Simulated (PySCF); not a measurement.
# C₆ coefficients of unlike pairs at PW91

Calculated with PySCF 2.14 from the dipole response of each species, C₆(A,B) = (3/π) ∫ α_A(iu) α_B(iu) du, in atomic units, from isotropic polarisabilities. For ions this is the dispersion term alone; charge-induced terms of lower order in 1/R come first.

```tsv
species	configuration	basis	relativity	α (bohr³)	C₆ (like pair)
Be⁺	[He] 2s1 (2S)	dyall-acv3z (15s9p4d2f)	spin-free X2C	21.75	58.06
Sc²⁺	[Ar] 3d1 (2D)	aug-cc-pwCVTZ (10s9p7d4f3g)	none	5.058	14.85
Kr⁺	[Ar] 3d10 4s2 4p5 (2P)	def2-TZVPPD (7s6p5d1f)	none	11.05	67.50
```

Estimate C₆ for Sc²⁺ with Be⁺.

The integral gives 21.98. The combination rule 2 C_A C_B / (C_A α_B/α_A + C_B α_A/α_B) gives 22.29 and the geometric mean 29.36.

No spin-orbit coupling is included.

The other pairs:

```
     pair     C₆
Kr⁺, Sc²⁺  31.18
 Kr⁺, Be⁺  49.44
```
